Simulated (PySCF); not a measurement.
A structure optimised at ωB97X-D3(BJ)/def2-SVP, used in a PySCF frequency run:

```xyz
11

B      0.6235    -0.0963     0.7184
F     -0.0843    -1.1796     1.0461
F      1.8400     0.0298     1.2300
O      0.1398     0.8519    -0.0982
C     -1.1484     0.7203    -0.6988
C     -1.0945    -0.1877    -1.9147
H     -1.8693     0.3381     0.0431
H     -1.4604     1.7367    -0.9819
H     -0.8154    -1.2121    -1.6226
H     -2.0787    -0.2284    -2.4070
H     -0.3563     0.1848    -2.6414
```
Charge 0, spin multiplicity 1.

### Question
Write its SMILES and formula.

### Answer
CCOB(F)F, C2H5BF2O

### Question
What are its rotational constants (standard atomic weights)?

### Answer
6.9687, 2.2397, 1.9416 GHz
